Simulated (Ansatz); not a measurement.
`[CH3][In]([Cl])[SeH]` → `[CH2]` (triplet) + `[Cl][InH][SeH]` at 500 K and 1 bar (formal loss of a carbene).

Gas-phase electronic energies from Ansatz, PBE0-D4/def2-TZVP geometries. CCSD(T)/CBS adds triple-zeta CCSD(T) − MP2 to the extrapolated MP2 energy (def2 sets, frozen cores). This one scheme is used for every species. Triplets are unrestricted, without spin–orbit coupling. Elements past krypton have def2 core potentials. For In, Se outer-core shells are correlated without core-valence functions, which leaves a few kJ/mol of doubt a bond. Scalar relativity is left out up to krypton. Each species was taken in one conformer, which may not be the lowest.

```tsv
species	CCSD(T)/CBS energy (Eh)	H − E (kJ/mol)	S (J/(mol·K))
`[CH3][In]([Cl])[SeH]`	-3090.85366	164.2	458.3
`[CH2]` (triplet)	-39.09499	62.7	213.9
`[Cl][InH][SeH]`	-3051.57859	74.4	384.8
```

H − E and S are ideal-gas, rigid-rotor, harmonic terms from PBE0-D4/def2-TZVP, for one conformer and one mirror image of each species, with the whole ground term of open shells counted as degenerate. 1 Eh = 2625.50 kJ/mol, R = 8.31446 J/(mol·K).

Problem. By hand: ΔE, ΔH, ΔS and ΔG.

Solution. ΔE = (-39.09499) + (-3051.57859) − (-3090.85366) = 0.18008 Eh = 472.8 kJ/mol. Δ(H − E) = 62.7 + 74.4 − 164.2 = -27.1, so ΔH = 445.7 kJ/mol. ΔS = 213.9 + 384.8 − 458.3 = 140.4 J/(mol·K). ΔG = 445.7 − 500 × (140.4)/1000 = 375.5 kJ/mol.

Problem. By hand: the equilibrium constant, and the temperature at which ΔG would vanish if ΔH and ΔS stayed fixed.

Solution. log₁₀ K = −ΔG/(RT ln 10) = -39.2. ΔG = 0 at ΔH/ΔS = 3175 K, far beyond where these terms or the molecules hold.

The number of gas molecules changes by +1, which sets the sign of ΔS. A doubt of 5 kJ/mol in ΔE shifts log₁₀ K by 0.5 here. Other conformers and mirror images would add mixing entropy, several J/(mol·K) or more a flexible species. Modes under 60 cm⁻¹, often nearly free rotors, make the harmonic entropy too high. A triplet takes part, so the spin changes. These are equilibria of isolated gas molecules and say nothing of rates. Largest T1 diagnostic: 0.012 (customary marks: 0.02 for closed shells, 0.045 for open ones).
